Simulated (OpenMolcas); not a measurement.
W3+ (d3) among equal point charges was computed by CASSCF with the d shell active (OpenMolcas, ANO-RCC-VTZP on the metal). Its lowest spin-free states, and all those of the highest spin:

```tsv
2S+1	Degeneracy	E (cm-1)
2	2	0.0
4	1	2076
4	2	8672
2	2	12722
2	1	16381
2	2	17277
2	1	17940
2	2	19787
2	2	19882
2	2	25044
4	2	31614
4	2	34962
4	2	36742
4	1	72468
```

**Question.** Is the site octahedral, tetrahedral or cube-like, axial, or of lower symmetry?

**Answer.** The states with 2S+1 = 4 have orbital degeneracies 1, 2, 2, 2, 2, 1. There are pairs but no triples, so the site is axial: not cubic, but with a proper or improper axis of order three or more. The run had W3+ among 6 point charges of -1.7 e arranged as a trigonal prism (D3h), 1.91 Å from the ion, with a polar angle of 41.7° against the regular 49.1°. The active orbitals were held to one l.

An orbital doublet at a regular site is open to a Jahn-Teller distortion, which this geometry leaves out. Without dynamic correlation the repulsion within the d shell is too large (B by tens of per cent), so at a given field states of lower spin stand too high. Point charges carry no covalency, so the field is a model and not that of real ligands. An unlabelled pair can be two single states that coincide in this model. No measured value stands beside these numbers.
